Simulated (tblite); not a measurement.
C7H5FNO (doublet state).
InChI=1S/C7H5FNO/c8-7-5-3-1-2-4-6(5)10-9-7/h1,3-4H,2H2

Method: GFN2-xTB as coded in tblite; computed harmonic values from a numerical Hessian at the method's own geometry, unscaled. The method is semi-empirical: single wavenumbers can be off by several per cent or more. Open shells enter through the occupations alone, without spin polarisation, and single modes of such species can be off by tens of per cent.

Harmonic wavenumbers (cm⁻¹): 122.9, 198.1, 224.3, 235.5, 362.7, 425.8, 468.4, 500.3, 554.0, 591.3, 655.9, 697.8, 723.5, 760.3, 766.3, 831.4, 887.3, 909.3, 936.1, 1032.6, 1056.9, 1099.4, 1111.6, 1157.0, 1185.5, 1226.0, 1319.3, 1342.6, 1353.0, 1407.1, 1462.5, 1536.9, 1551.1, 1623.1, 2831.3, 2883.6, 3085.2, 3102.1, 3123.8.

A = 2715, B = 1218, C = 844.9 MHz; mass 138.036 u (most abundant isotopes); point group Cs, symmetry number 1; spin multiplicity 2.

Question: What is the zero-point energy?

Answer: Half the sum of the wavenumbers: 22671 cm⁻¹ = 271.21 kJ/mol.

Question: Entropy at 350 K, 1 bar (ideal gas, RRHO, classical rotation)?

Answer: Translation 173.64, rotation 123.89, vibration 84.05, spin (R ln 2) 5.76: S = 387.3 J/(mol K).

Question: And Cp and H(350 K) − H(0)?

Answer: Cp = 152.94 J/(mol K), of which vibrations give 119.68 (their classical limit is 39 R = 324.3); H(350 K) − H(0) = 29.70 kJ/mol without the zero-point energy, 18.05 from vibrations.

Question: Blend soft modes into free rotors: weight 1/[1 + (100 cm⁻¹/ν̃)⁴] for the oscillator and the rest for a rotor with moment μB/(μ + B), μ = h/(8π²ν), B = 10⁻⁴⁴ kg m². What vibrational entropy results?

Answer: 83.35 J/(mol K) in place of 84.05, which changes −T·S at 350 K by +0.24 kJ/mol.

Question: Which modes carry the vibrational entropy at 350 K?

Answer: 122.9 cm⁻¹: 14.08; 198.1 cm⁻¹: 10.25; 224.3 cm⁻¹: 9.28; 235.5 cm⁻¹: 8.90; 362.7 cm⁻¹: 5.72; 425.8 cm⁻¹: 4.65 J/(mol K); the other 33 give 31.17 together.

Hindered rotation and anharmonicity are outside this model.

The run took 0.4 s wall on one thread of an Arm Neoverse V2 (shared host). This covers the Hessian and the dipole derivatives.
